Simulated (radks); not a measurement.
Coherent X-ray form factor from a spherical all-electron density. Method: Dirac Kohn-Sham, LDA (Slater exchange, Perdew-Wang correlation), spin-unpolarised, spherical densities, finite nucleus; Fermi nuclear charge, rms radius of each element as measured or else 0.836 A^(1/3) + 0.57 fm; computed with a radial shooting solver on a logarithmic mesh with Libxc functionals.

sin(theta)/lambda (1/angstrom),f0 (electrons)
0.05,76.381
0.1,74.606
0.15,71.899
0.2,68.561
0.25,64.899
0.3,61.174
0.4,54.196
0.5,48.280
0.6,43.392
0.8,35.708
1,29.674
1.25,23.810
1.5,19.684
2,15.140

The species is in the configuration that NIST lists as its ground one. Which atom or ion scatters so?

Answer. The thallium ion Tl4+, [Xe] 4f14 5d9. Extrapolating in s^2 from the first two rows gives f0(0) = 77.0, near the electron count 77; among species with that count, the fall with angle is slower the higher Z, and the table is that of Z = 81; from so few rows the species is fixed only to a neighbour or two.
